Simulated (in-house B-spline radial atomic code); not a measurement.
**PBE excitations of the chlorine ion Cl⁵⁺**

Method: PBE. Computed with a B-spline radial code for spherical atoms: linear response of the closed shell [Ne] 3s2 with the functional's adiabatic kernel; non-relativistic, point nucleus, no spin-orbit coupling, no double excitations, S, P, D and F terms only.

Command:
```bash
python run_td.py task.json out
```
Settings (radii: box in bohr, nucleus in fm):
```
Z                        17
electrons                12
configuration            [Ne] 3s2
hamiltonian              nr
method                   pbe,pbe
box_radius               16.35
intervals                51
```

Cost of the run: 0.1 s on 1 thread of Intel(R) Xeon(R) 6975P-C (Granite Rapids), on a shared host.

The lowest states, in the order of their Tamm-Dancoff energies; the method's threshold (minus the highest occupied level) is 89.14 eV. Labels give the largest channel, * marks a mixed state, and oscillator strengths are full-response dipole values. Semilocal kernels can invert the small singlet-triplet splittings of Rydberg terms. Energies in eV:

| state | full response | Tamm-Dancoff | oscillator strength |
| --- | --- | --- | --- |
| 3s → 3p 3P | 11.379 | 11.716 | - |
| 3s → 3p 1P | ? | ? | ? |
| 3s → 3d 3D | ? | ? | - |
| 3s → 3d 1D | 34.98 | 34.99 | - |
| 3s → 4s 3S | 49.65 | 49.65 | - |
| 3s → 4s 1S | 50.94 | 50.98 | - |
| 3s → 4p 3P | 54.57 | 54.58 | - |
| 3s → 4p 1P | 55.07 | 55.10 | 0.156 |
| 3s → 4d 3D | 61.47 | 61.49 | - |
| 3s → 4d 1D | 61.76 | 61.76 | - |
| 3s → 4f 3F | 63.53 | 63.55 | - |
| 3s → 4f 1F | 63.87 | 63.88 | - |
| 3s → 5s 3S | 67.76 | 67.76 | - |
| 3s → 5s 1S | 68.12 | 68.13 | - |
| 3s → 5p 3P | 69.85 | 69.86 | - |
| 3s → 5p 1P | 69.98 | 69.99 | 0.056 |

**Question.** Where does 3s → 3d 3D lie?

**Answer.** At 31.93 eV in full response, 32.08 eV in Tamm-Dancoff.

**Question.** Where does 3s → 3p 1P lie?

**Answer.** At 18.253 eV in full response, 18.934 eV in Tamm-Dancoff, oscillator strength 1.24.

**Question.** How large is the singlet-triplet splitting of 3s → 3p (P terms) in Tamm-Dancoff?

**Answer.** 7.22 eV, from the unrounded values.

**Question.** What polarisabilities and dispersion coefficient does the method give?

**Answer.** Dipole 2.873 bohr³, quadrupole 3.241 bohr⁵, C6 4.445 hartree·bohr⁶ for two such species.
